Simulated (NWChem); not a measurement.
System: CH₃ClOSi, singlet; SMILES CO[Si]Cl

Output (shortened):

```
             Northwest Computational Chemistry Package (NWChem) 7.3.0
             --------------------------------------------------------

 C1  symmetry detected

                             Geometry "geometry" -> ""
                             -------------------------

 Output coordinates in angstroms (scale by  1.889725989 to convert to a.u.)

  No.       Tag          Charge          X              Y              Z
 ---- ---------------- ---------- -------------- -------------- --------------
    1 Si                  14.0000     1.12370149     0.10221748     0.00005529
    2 Cl                  17.0000    -0.47591987     1.50532755    -0.00002492
    3 O                    8.0000     0.32047125    -1.33586798    -0.00016232
    4 C                    6.0000    -1.01582976    -1.77162059     0.00006853
    5 H                    1.0000    -1.71763207    -0.92265709    -0.00371398
    6 H                    1.0000    -1.19516408    -2.39442028    -0.89002346
    7 H                    1.0000    -1.19717835    -2.38786843     0.89427448

 Effective nuclear repulsion energy (a.u.)     199.6023072251

  pbe96 is a nonlocal functional; adding pw91lda local functional.

                                 NWChem DFT Module
                                 -----------------

 Summary of "ao basis" -> "ao basis" (spherical)
 ------------------------------------------------------------------------------
       Tag                 Description            Shells   Functions and Types
 ---------------- ------------------------------  ------  ---------------------
 Si                         def2-svp                 8       18   4s3p1d
 Cl                         def2-svp                 8       18   4s3p1d
 O                          def2-svp                 6       14   3s2p1d
 C                          def2-svp                 6       14   3s2p1d
 H                          def2-svp                 3        5   2s1p

            General Information
            -------------------
          SCF calculation type: DFT
          Wavefunction type:  closed shell.
          No. of atoms     :     7
          No. of electrons :    48
           Alpha electrons :    24
            Beta electrons :    24
          Charge           :     0
          Spin multiplicity:     1
          Use of symmetry is: off; symmetry adaption is: off
          Maximum number of iterations: 150
          AO basis - number of functions:    79
                     number of shells:    37
          Convergence on energy requested:  1.00D-06
          Convergence on density requested:  1.00D-05
          Convergence on gradient requested:  5.00D-04

              XC Information
              --------------
          PerdewBurkeErnzerhof Exchange Functional  1.000
            Perdew 1991 LDA Correlation Functional  1.000 local
           PerdewBurkeErnz. Correlation Functional  1.000 non-local

             Grid Information
             ----------------
          Grid used for XC integration:  medium
          Radial quadrature: Mura-Knowles
          Angular quadrature: Lebedev.
          Tag              B.-S. Rad. Rad. Pts. Rad. Cut. Ang. Pts.
          ---              ---------- --------- --------- ---------
          Si                  1.10       88          10.0       590
          Cl                  1.00       88          11.0       590
          O                   0.60       49           8.0       434
          C                   0.70       49          10.0       434
          H                   0.35       45          11.0       434
          Grid pruning is: on
          Number of quadrature shells:   409
          Spatial weights used:  Erf1

      Superposition of Atomic Density Guess
      -------------------------------------

 Sum of atomic energies:        -861.87586496

      Non-variational initial energy
      ------------------------------

 Total energy =    -863.090381
 1-e energy   =   -1587.786391
 2-e energy   =     525.093702
 HOMO         =      -0.277629
 LUMO         =      -0.022123

   convergence    iter        energy       DeltaE   RMS-Dens  Diis-err
 ---------------- ----- ----------------- --------- --------- ---------
 d= 0,ls=0.0,diis     1   -864.0070799374 -1.06D+03  1.95D-02  6.51D-01
 d= 0,ls=0.0,diis     2   -863.7411248810  2.66D-01  1.37D-02  2.99D+00
 d= 0,ls=0.0,diis     3   -864.0647710962 -3.24D-01  5.73D-03  1.62D-01
 d= 0,ls=0.0,diis     4   -864.0756844079 -1.09D-02  2.93D-03  5.56D-02
 d= 0,ls=0.0,diis     5   -864.0841287771 -8.44D-03  5.06D-04  1.06D-03
  Resetting Diis
 d= 0,ls=0.0,diis     6   -864.0842618062 -1.33D-04  1.42D-04  1.80D-04
 d= 0,ls=0.0,diis     7   -864.0842848530 -2.30D-05  9.63D-05  1.02D-05
 d= 0,ls=0.0,diis     8   -864.0842812483  3.60D-06  5.77D-05  3.86D-05
 d= 0,ls=0.0,diis     9   -864.0842861868 -4.94D-06  1.20D-05  2.46D-06
 d= 0,ls=0.0,diis    10   -864.0842864218 -2.35D-07  3.17D-06  7.28D-08

         Total DFT energy =     -864.084286421816
      One electron energy =    -1590.292883230942
           Coulomb energy =      590.405473119823
    Exchange-Corr. energy =      -63.799183535747
 Nuclear repulsion energy =      199.602307225050

 Numeric. integr. density =       48.000004727113

                       DFT Final Molecular Orbital Analysis
                       ------------------------------------

 Vector   22  Occ=2.000000D+00  E=-2.718781D-01
              MO Center= -2.1D-01, -4.3D-02,  5.4D-03, r^2= 3.4D+00
   Bfn.  Coefficient  Atom+Function         Bfn.  Coefficient  Atom+Function
  ----- ------------  ---------------      ----- ------------  ---------------
    30      0.428801  2 Cl py                41      0.377408  3 O  py
    27      0.320427  2 Cl py                44      0.260498  3 O  py
    40     -0.217203  3 O  px                24      0.186675  2 Cl py
    43     -0.170334  3 O  px                66     -0.159498  5 H  s
    65     -0.158281  5 H  s                 29      0.099673  2 Cl px

 Vector   23  Occ=2.000000D+00  E=-2.715339D-01
              MO Center= -2.4D-01, -3.0D-01, -5.2D-03, r^2= 3.6D+00
   Bfn.  Coefficient  Atom+Function         Bfn.  Coefficient  Atom+Function
  ----- ------------  ---------------      ----- ------------  ---------------
    31      0.429200  2 Cl pz                42     -0.421795  3 O  pz
    45     -0.321850  3 O  pz                28      0.307159  2 Cl pz
    25      0.180349  2 Cl pz                56      0.171215  4 C  pz
    70     -0.168554  6 H  s                 75      0.163057  7 H  s
    71     -0.093464  6 H  s                 76      0.090617  7 H  s

 Vector   24  Occ=2.000000D+00  E=-2.301749D-01
              MO Center=  1.0D+00,  4.2D-01,  4.3D-08, r^2= 3.1D+00
   Bfn.  Coefficient  Atom+Function         Bfn.  Coefficient  Atom+Function
  ----- ------------  ---------------      ----- ------------  ---------------
     3      0.499503  1 Si s                 29     -0.390204  2 Cl px
     4      0.385209  1 Si s                  2      0.294353  1 Si s
    26     -0.274955  2 Cl px                 8      0.242521  1 Si px
    11      0.228292  1 Si px                39     -0.180686  3 O  s
    23     -0.158623  2 Cl px                 5     -0.132585  1 Si px

 Vector   25  Occ=0.000000D+00  E=-9.416339D-02
              MO Center=  9.7D-01,  9.5D-02,  2.8D-04, r^2= 3.0D+00
   Bfn.  Coefficient  Atom+Function         Bfn.  Coefficient  Atom+Function
  ----- ------------  ---------------      ----- ------------  ---------------
    13      0.683200  1 Si pz                10      0.427641  1 Si pz
    31     -0.267669  2 Cl pz                42     -0.259254  3 O  pz
    45     -0.239389  3 O  pz                 7     -0.214864  1 Si pz
    28     -0.157927  2 Cl pz                76      0.105626  7 H  s
    71     -0.104906  6 H  s                 25     -0.090144  2 Cl pz

 Vector   26  Occ=0.000000D+00  E=-2.115027D-03
              MO Center=  1.1D+00,  4.5D-02, -7.5D-06, r^2= 3.7D+00
   Bfn.  Coefficient  Atom+Function         Bfn.  Coefficient  Atom+Function
  ----- ------------  ---------------      ----- ------------  ---------------
    12      0.905561  1 Si py                39      0.527021  3 O  s
    22     -0.401881  2 Cl s                 29     -0.400705  2 Cl px
     9      0.343940  1 Si py                11     -0.335477  1 Si px
    53     -0.277471  4 C  s                 66      0.224934  5 H  s
    30      0.188711  2 Cl py                 6     -0.173170  1 Si py

 Vector   27  Occ=0.000000D+00  E= 3.013122D-02
              MO Center=  3.2D-01, -2.5D-01,  5.8D-04, r^2= 4.5D+00
   Bfn.  Coefficient  Atom+Function         Bfn.  Coefficient  Atom+Function
  ----- ------------  ---------------      ----- ------------  ---------------
    11      0.898198  1 Si px                53      0.879132  4 C  s
     4     -0.701599  1 Si s                 39      0.611571  3 O  s
    76     -0.433828  7 H  s                 71     -0.431006  6 H  s
    30     -0.419165  2 Cl py                22      0.367167  2 Cl s
    66     -0.348286  5 H  s                 12      0.332810  1 Si py

     Multipole analysis of the density
     ---------------------------------

     L   x y z        total         alpha         beta         nuclear
     -   - - -        -----         -----         ----         -------
     0   0 0 0     -0.000000    -24.000000    -24.000000     48.000000

     1   1 0 0     -0.330448     -0.165224     -0.165224     -0.000000
     1   0 1 0     -0.593144     -0.296572     -0.296572      0.000000
     1   0 0 1      0.000330      0.000165      0.000165      0.000000

     2   2 0 0    -28.271989    -75.475013    -75.475013    122.678037
     2   1 1 0      2.143783     -6.261920     -6.261920     14.667623
     2   1 0 1     -0.000648      0.000150      0.000150     -0.000947
     2   0 2 0    -28.259314   -164.227041   -164.227041    300.194768
     2   0 1 1     -0.000544      0.000523      0.000523     -0.001590
     2   0 0 2    -26.567808    -16.126262    -16.126262      5.684715

                                 NWChem DFT Module
                                 -----------------

            General Information
            -------------------
          SCF calculation type: DFT
          Wavefunction type:  spin polarized.
          No. of atoms     :     7
          No. of electrons :    47
           Alpha electrons :    24
            Beta electrons :    23
          Charge           :     1
          Spin multiplicity:     2
          Use of symmetry is: off; symmetry adaption is: off
          Maximum number of iterations: 150
          AO basis - number of functions:    79
                     number of shells:    37
          Convergence on energy requested:  1.00D-06
          Convergence on density requested:  1.00D-05
          Convergence on gradient requested:  5.00D-04

              XC Information
              --------------
          PerdewBurkeErnzerhof Exchange Functional  1.000
            Perdew 1991 LDA Correlation Functional  1.000 local
           PerdewBurkeErnz. Correlation Functional  1.000 non-local

             Grid Information
             ----------------
          Grid used for XC integration:  medium
          Radial quadrature: Mura-Knowles
          Angular quadrature: Lebedev.
          Tag              B.-S. Rad. Rad. Pts. Rad. Cut. Ang. Pts.
          ---              ---------- --------- --------- ---------
          Si                  1.10       88          10.0       590
          Cl                  1.00       88          11.0       590
          O                   0.60       49           8.0       434
          C                   0.70       49          10.0       434
          H                   0.35       45          11.0       434
          Grid pruning is: on
          Number of quadrature shells:   409
          Spatial weights used:  Erf1

      Superposition of Atomic Density Guess
      -------------------------------------

 Sum of atomic energies:        -861.87586496

 Renormalizing density from      48.00 to     47

      Non-variational initial energy
      ------------------------------

 Total energy =    -851.662497
 1-e energy   =   -1554.707507
 2-e energy   =     503.442703
 HOMO         =      -0.571909
 LUMO         =      -0.298187

   convergence    iter        energy       DeltaE   RMS-Dens  Diis-err
 ---------------- ----- ----------------- --------- --------- ---------
 d= 0,ls=0.0,diis     1   -863.5255144401 -1.06D+03  1.83D-02  4.73D-01
                                                     2.15D-02  4.67D-01
 d= 0,ls=0.0,diis     2   -861.4262708879  2.10D+00  1.50D-02  4.34D+00
                                                     1.87D-02  3.62D+00
 d= 0,ls=0.0,diis     3   -863.4987354379 -2.07D+00  7.90D-03  3.65D-01
                                                     1.25D-02  3.43D-01
 d= 0,ls=0.0,diis     4   -863.6547438741 -1.56D-01  3.82D-03  1.07D-01
                                                     5.80D-03  1.06D-01
 d= 0,ls=0.0,diis     5   -863.7329341569 -7.82D-02  8.34D-04  3.04D-03
                                                     7.17D-04  2.40D-03
  Resetting Diis
 d= 0,ls=0.0,diis     6   -863.7339268238 -9.93D-04  3.03D-04  1.11D-03
                                                     3.40D-04  1.11D-03
 d= 0,ls=0.0,diis     7   -863.7345574771 -6.31D-04  1.72D-04  5.43D-05
                                                     2.68D-04  4.87D-05
 d= 0,ls=0.0,diis     8   -863.7344785478  7.89D-05  1.30D-04  2.05D-04
                                                     2.12D-04  2.11D-04
 d= 0,ls=0.0,diis     9   -863.7345803498 -1.02D-04  4.11D-05  1.91D-05
                                                     5.36D-05  1.73D-05
 d= 0,ls=0.0,diis    10   -863.7345899300 -9.58D-06  1.23D-05  7.49D-07
                                                     1.38D-05  1.00D-06
 d= 0,ls=0.0,diis    11   -863.7345902251 -2.95D-07  8.40D-06  4.46D-07
                                                     1.32D-05  3.86D-07
 d= 0,ls=0.0,diis    12   -863.7345904191 -1.94D-07  3.08D-06  1.02D-07
                                                     6.13D-06  1.07D-07

         Total DFT energy =     -863.734590419055
      One electron energy =    -1578.296186587810
           Coulomb energy =      578.427452494470
    Exchange-Corr. energy =      -63.468163550766
 Nuclear repulsion energy =      199.602307225050

 Numeric. integr. density =       47.000004140835

                    DFT Final Alpha Molecular Orbital Analysis
                    ------------------------------------------

 Vector   22  Occ=1.000000D+00  E=-5.139808D-01
              MO Center=  8.4D-02,  9.4D-01, -5.0D-05, r^2= 2.9D+00
   Bfn.  Coefficient  Atom+Function         Bfn.  Coefficient  Atom+Function
  ----- ------------  ---------------      ----- ------------  ---------------
    29      0.455973  2 Cl px                 3     -0.379509  1 Si s
    26      0.364278  2 Cl px                30      0.288084  2 Cl py
    27      0.227136  2 Cl py                23      0.206275  2 Cl px
     2     -0.190934  1 Si s                  8     -0.178298  1 Si px
     4     -0.147557  1 Si s                 24      0.130669  2 Cl py

 Vector   23  Occ=1.000000D+00  E=-4.879242D-01
              MO Center= -4.2D-01, -1.2D+00,  1.7D-03, r^2= 2.3D+00
   Bfn.  Coefficient  Atom+Function         Bfn.  Coefficient  Atom+Function
  ----- ------------  ---------------      ----- ------------  ---------------
    41      0.395906  3 O  py                65     -0.289213  5 H  s
    55     -0.264241  4 C  py                44      0.254847  3 O  py
    40     -0.243885  3 O  px                43     -0.195128  3 O  px
    30      0.163852  2 Cl py                66     -0.146543  5 H  s
    54      0.137902  4 C  px                75      0.138210  7 H  s

[...]
```

Level: PBE/def2-SVP, vertical spin-unrestricted ions. Low-valent species are run as closed-shell singlets; no triplet was tried in these runs. Structure relaxed at the PBE0/def2-SVP level.

**Question.** Write an input that gives this output.

**Answer.** Several could match; the one computed here: the input that was run:
```
start job
memory heap 200 mb stack 900 mb global 1100 mb
geometry units angstroms noautoz
  Si     1.127177     0.120320    -0.000310
  Cl    -0.487722     1.505819     0.000044
  O      0.339752    -1.326480     0.000232
  C     -0.991694    -1.776848     0.001232
  H     -1.702758    -0.935626    -0.002419
  H     -1.164630    -2.401805    -0.888614
  H     -1.165841    -2.394815     0.895683
end
basis spherical
  * library def2-svp
end
dft
  xc xpbe96 cpbe96
  iterations 150
  vectors input atomic output neutral.movecs
end
task dft energy
charge 1
dft
  odft
  mult 2
  vectors input atomic output cation.movecs
end
task dft energy
```
